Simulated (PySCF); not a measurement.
CH₈ClNSi₂, SMILES C[SiH2]N[SiH2]Cl.

The structure is a stationary point at B3LYP-D3(BJ)/def2-SVP. The structure was generated by enumeration, and PubChem lists no compound with its InChIKey, so it may never have been made. The values are those of a single conformer.

All values below come from PySCF with CAM-B3LYP/def2-TZVP.

Isolated molecule, no solvent.

```yaml
total_energy: -1137.02126 hartree
highest_occupied_level: -9.17 eV
lowest_empty_level: 1.16 eV
orbital_gap: 10.33 eV
dipole_moment: 1.59 D
quadrupole, principal values (traceless, Buckingham form, about the centre of nuclear charge): -6.90, 0.05, 6.85 D·Å
mean_static_polarisability: 79.6 bohr³ (11.79 Å³)
polarisability_principal_values: 72.1, 78.7, 88.0 bohr³
```
